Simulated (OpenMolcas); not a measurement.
**V2+: effect of the level shift or regulariser**

```json
{
 "Program": "OpenMolcas",
 "Basis": "ANO-RCC-VQZP [7s6p4d3f2g1h]",
 "Scalar Hamiltonian": "DKH2, point nucleus",
 "Active space": "3 electrons in 6 orbitals (3d 4s)",
 "State averaging": "2S+1 = 4 even, 20 roots; 2S+1 = 2 even, 64 roots kept (CI in the orbitals of an earlier block)",
 "Spin-orbit coupling": "RASSI with atomic mean-field integrals over the reference wave functions, term energies averaged over their components"
}
```

Methods on the same reference wave functions:
A. CASSCF
B. MS-CASPT2, IPEA 0.25 Eh, imaginary shift 0.1 Eh (closed shells correlated: 3s 3p)
C. MS-CASPT2, IPEA 0.25 Eh, imaginary shift 0.3 Eh (closed shells correlated: 3s 3p)

Energies in cm-1 above 3d3 4F 3/2, the measured ground level; measured values from Sugar and Corliss, J. Phys. Chem. Ref. Data 7, 1191 (1978).

```
        Level      A      B      C  Measured
   3d3 4F 3/2    0.0    0.0    0.0       0.0
   3d3 4F 5/2    160    162    162       146
   3d3 4F 7/2    381    383    383       342
   3d3 4F 9/2    659    660    660       584
   3d3 4P 1/2  15300  11820  11850     11514
   3d3 4P 3/2  15378  11890  11910     11592
   3d3 2G 7/2  15464  11860  11910     11966
   3d3 4P 5/2  15557  12080  12100     11770
   3d3 2G 9/2  15704  12110  12150     12187
   3d3 2P 1/2  20435  15320  15390     15580
   3d3 2P 3/2  20548  15350  15420     15550
   3d3 2H 9/2  20553  16870  16930     16811
  3d3 2H 11/2  20741  17060  17120     16978
3d3 2D 3/2(1)  22260  16330  16410     16330
3d3 2D 5/2(1)  22455  16450  16540     16375
   3d3 2F 7/2  35605  27690  27820     27728
   3d3 2F 5/2  35706  27790  27920     27847
3d2 4s 4F 3/2  42731  44160  44170     43942
3d2 4s 4F 5/2  42888  44320  44320     44110
3d2 4s 4F 7/2  43109  44540  44540     44346
3d2 4s 4F 9/2  43393  44830  44830     44647
3d2 4s 2F 5/2  50644  49450  49480     49328
3d2 4s 2F 7/2  51085  49900  49920     49805
3d3 2D 5/2(2)  55672  42600  42910     42267
```

Deviations, from unrounded energies. A percentage is the sum of absolute deviations over the sum of measured energies, with the sign that they share, or ± where signs differ.

```tsv
Against measurement	Levels	A	B	C
mean absolute deviation (cm-1)	23	3700	150	170
fine structure of the ground term (%)	3	+12.2	+12.6	+12.6
other terms of the ground configuration (%)	14	+30.2	±0.9	±1.1
other configurations (%)	6	±2.7	+0.4	+0.4
```

B lies closest to measurement on these levels and A furthest from it. The largest miss of B in the table is 3d3 2D 5/2(2), by +340 cm-1. The ranking rests on the paired levels alone, and a cruder setting can come out closer through cancelling errors.

Between B and C the level of the table that moves most is 3d3 2D 5/2(2), by 310 cm-1 (lowest in B, highest in C). Moves below CASPT2's spread within the term are not significant.

The mean deviations of B to C differ by less than CASPT2's widest spread within a term (1900 cm-1), so their order carries little weight.

From A to B the spin-free energies of the other terms of 3d3 shown, above 4F, scale by factors of 0.73 to 0.82, as is usual when dynamic correlation screens the repulsion within a d or f shell.

The lowest spin-free term lies below A's lowest term by 0.383 hartree in B, 0.383 hartree in C.

Term energies are means over components that CASPT2 splits; among the terms shown or strongly mixed into the levels shown the widest spread is 1900 cm-1 (3d2 4s 2F, B). Terms from blocks run as CI alone lack orbitals of their own. A single d shell beside an s shell can misplace configurations of different d count against each other. Without dynamic correlation excited terms often stand tens of per cent too high (terms of higher spin than the ground term too low), and those without a measured partner can miss by more than the paired ones (holds for A). Some levels mix across a computed gap that differs much from the measured one, so their mixing is not that of the real levels (holds for A). The CASPT2 spread within a term exceeds the gap to the next term for 3d3 4P and 3d3 2G, so the order of their levels is uncertain (holds for B; C). Measured partners are found by configuration, term and J. A level has none where our copy of the source lacks it or the pairing is in doubt (some pairs that miss far off the trend of their configuration count as doubtful), and it then counts in no deviation. Levels of configurations outside the active space are missing. Levels that lie high or do not pair safely by name in every column are left out.

A number in round brackets counts repeated terms of one configuration in the order of the reference energies.
